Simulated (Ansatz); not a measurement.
The molecule NbF, multiplicity 5 (lowest of 2S+1 = 1, 3, 5, 7 at CCSD(T)/def2-TZVPP on PBE0 minima; our sources give no spin for the ground state, which may be another). No spin–orbit coupling.

Constants: fifth-degree fit in 1/R to seven points, most abundant isotopes. In def2 and cc sets the state is the lowest found near the PBE0 minimum, followed along R.

Correlated levels freeze the inner cores; with def2 sets outer-core shells near the valence are correlated too. CBS: X⁻³ extrapolation of the correlation energy, Hartree–Fock from the larger set.

The values were computed with Ansatz (Gaussian basis) for Hartree–Fock, density functionals and correlated methods. Values without a source in brackets are computed. In def2 rows elements past Kr take small-core potentials, without spin–orbit coupling.

Q: What bond length and harmonic frequency does B3LYP/def2-TZVPP give?

A: r_e = 1.886 Å, ω_e = 647 cm⁻¹.

Q: What bond length and harmonic frequency does CAM-B3LYP/def2-TZVPP give?

A: r_e = 1.881 Å, ω_e = 654 cm⁻¹.

Q: What bond length and harmonic frequency does CCSD(T)/CBS(def2-TZVPP, def2-QZVPP) give?

A: r_e = 1.882 Å, ω_e = 651 cm⁻¹.

Ansatz is a program for electronic structure.
